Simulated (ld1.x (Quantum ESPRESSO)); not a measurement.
Plane-wave convergence, ultrasoft potential for erbium (Er)

```
Element                 : erbium
Generator               : ld1.x (Quantum ESPRESSO) 7.5
Type                    : ultrasoft
Functional              : PBE
Relativity              : scalar-relativistic
Frozen core             : [Kr] 4d10 4f11
Valence charge          : 11
Reference configuration : 5s2 5p6 5d1 6s1.75 6p0 (charge +0.25)
Partial waves           : 5s (bound): rcut 2.05, rcutus 2.35 bohr; 6s (bound): rcut 2.05, rcutus 2.35 bohr; 5p (bound): rcut 2.10, rcutus 2.20 bohr; 6p (bound, empty): rcut 2.10, rcutus 2.20 bohr; 5d (bound): rcut 2.65, rcutus 3.50 bohr; 5d channel at 0.75 Ry: rcut 2.65, rcutus 3.50 bohr
Local potential         : all-electron potential smoothed inside 3.15 bohr (lloc = -1)
Core correction         : none
Augmentation charge     : PSQ, inside the norm-conserving radii
```

The pseudo-atom Hamiltonian at the reference potential is diagonalised in spherical Bessel functions j_l(qr) that vanish at 20 bohr, with q² up to the cutoff. All-electron valence levels (Ry): 5s -4.2283, 6s -0.4181, 5p -2.2983, 6p -0.1761, 5d -0.2561.

Problem. How do the lowest levels (Ry) of each channel move with the cutoff, and are there ghosts?

Solution.

| cutoff (Ry) | s #1 | s #2 | p #1 | p #2 | p #3 | d #1 | f #1 | f #2 | Σ f·Δε (mRy) |
| --- | --- | --- | --- | --- | --- | --- | --- | --- | --- |
| 8 | -4.2218 | -0.3608 | -2.2075 | -0.1499 | 0.0102 | -0.2559 | 0.0595 | 0.1639 | 658.8 |
| 10 | -4.2271 | -0.3803 | -2.2606 | -0.1553 | 0.0085 | -0.2560 | 0.0595 | 0.1639 | 294.9 |
| 15 | -4.2278 | -0.4121 | -2.2965 | -0.1660 | 0.0054 | -0.2561 | 0.0595 | 0.1639 | 22.8 |
| 18 | -4.2281 | -0.4176 | -2.2978 | -0.1702 | 0.0042 | -0.2561 | 0.0595 | 0.1639 | 4.4 |
| 21 | -4.2282 | -0.4179 | -2.2979 | -0.1736 | 0.0032 | -0.2561 | 0.0595 | 0.1639 | 3.4 |
| 25 | -4.2282 | -0.4179 | -2.2981 | -0.1758 | 0.0026 | -0.2561 | 0.0595 | 0.1639 | 2.2 |
| 35 | -4.2283 | -0.4181 | -2.2983 | -0.1761 | 0.0025 | -0.2561 | 0.0595 | 0.1639 | 0.4 |
| 40 | -4.2283 | -0.4181 | -2.2983 | -0.1761 | 0.0025 | -0.2561 | 0.0595 | 0.1639 | 0.3 |
| 400 | -4.2283 | -0.4182 | -2.2984 | -0.1761 | 0.0025 | -0.2561 | 0.0595 | 0.1639 | 0.0 |

Result: no extra level below or beside the all-electron valence levels (s, p, d, f tested); 10 mRy is reached at 18 Ry and 1 mRy at 30 Ry.

Test run stopped at test 6 of 7 (negative rho).
